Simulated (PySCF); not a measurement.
C3H6N2Si, SMILES C1=NCN=C[SiH2]1.

Coordinates come from a B3LYP-D3(BJ)/def2-SVP optimisation. This is a generated structure with no PubChem entry under its InChIKey; it may be hypothetical. Other conformers were not sampled.

Two levels are set side by side: PBE/def2-TZVP (PySCF) and M06-2X/def2-TZVP (PySCF). Same geometry, gas phase. Differences are taken from unrounded values.

```json
[
 {"quantity": "orbital gap (eV)", "M06-2X": "7.61", "PBE": "2.90", "PBE minus M06-2X": "-4.71"},
 {"quantity": "highest occupied level (eV)", "M06-2X": "-7.63", "PBE": "-5.07", "PBE minus M06-2X": "2.57"},
 {"quantity": "lowest empty level (eV)", "M06-2X": "-0.02", "PBE": "-2.16", "PBE minus M06-2X": "-2.14"},
 {"quantity": "dipole moment (D)", "M06-2X": "1.69", "PBE": "1.14", "PBE minus M06-2X": "-0.55"},
 {"quantity": "mean polarisability (bohr³)", "M06-2X": "71.9", "PBE": "76.0", "PBE minus M06-2X": "4.1"}
]
```

Without exact exchange PBE keeps part of each electron's self-repulsion, which lifts occupied levels and narrows the gap. PBE's more diffuse valence density responds more strongly to a field. Differences between two approximate levels are no errors against the true value.

Rough cost on one machine, each run with all the roots and properties that it gave: M06-2X against PBE about 3 times.
